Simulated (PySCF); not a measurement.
**Telling isomers of C$_{4}$H$_{12}$Si$_{3}$ apart by NMR**

A single conformation, non-relativistic Hamiltonian, equivalent nuclei averaged, isolated molecule. Geometry: GFN2-xTB; NMR shieldings at PBE0/pcSseg-1/GIAO; PySCF.

Chemical shifts δ = σref − σ; TMS for 1H and 13C, all at this level. Where no couplings were computed, multiplicities follow the n + 1 count of equivalent neighbours, and m marks all less simple cases (inequivalent or close neighbours, rings, F or P nearby). Shifts are as computed. Against solution values, carbons near 30 ppm lie about +3 ppm off and those near 130 ppm about +5 ppm. Of 1211 compounds with measured shifts, 218 miss one by over three times the rms of a fit or turn the order of signals round; such compounds aren't used in these exercises.

(1) Tabulate the signals of `C=C[SiH2]/C([SiH3])=C/[SiH3]`, `[SiH3]/C=C\[SiH2][SiH]1CC1` and their relative energies.

(2) What is the quickest way to tell C=C[SiH2]/C([SiH3])=C/[SiH3] from [SiH3]/C=C\[SiH2][SiH]1CC1?

## Answers

(1) 
```json
{"SMILES": "C=C[SiH2]/C([SiH3])=C/[SiH3]", "carbon types": "1×C 2×CH 1×CH2", "δC": "172.9, 164.3, 143.6, 140.5", "δH": "8.18 (q, 1H), 6.53 (m, 1H), 6.43 (m, 1H), 5.96 (m, 1H), 4.76 (d, 2H), 4.32 (s, 3H), 4.24 (d, 3H)", "E rel. (kcal/mol)": "0.0"}
{"SMILES": "[SiH3]/C=C\\[SiH2][SiH]1CC1", "carbon types": "2×CH 2×CH2", "δC": "155.2, 152.4, -2.6", "δH": "7.37 (m, 1H), 7.16 (m, 1H), 4.41 (m, 2H), 4.22 (d, 3H), 2.11 (m, 1H), 0.71 (m, 2H), 0.41 (m, 2H)", "E rel. (kcal/mol)": "1.6"}
```

Energies are electronic energies at PBE0/pcSseg-1 on these geometries, without zero-point or thermal terms, each for the one conformer computed, which needn't be the lowest.

(2) Count the carbon signals: 4 against 3. The first has a fully substituted alkene carbon (C) at 164.3 ppm, the second a three-membered-ring carbon (CH2) at -2.6 ppm. Their most deshielded carbons lie at 172.9 and 155.2 ppm. In the proton spectra the most deshielded non-exchanging signals are 8.18 (q, 1H) and 7.37 (m, 1H).
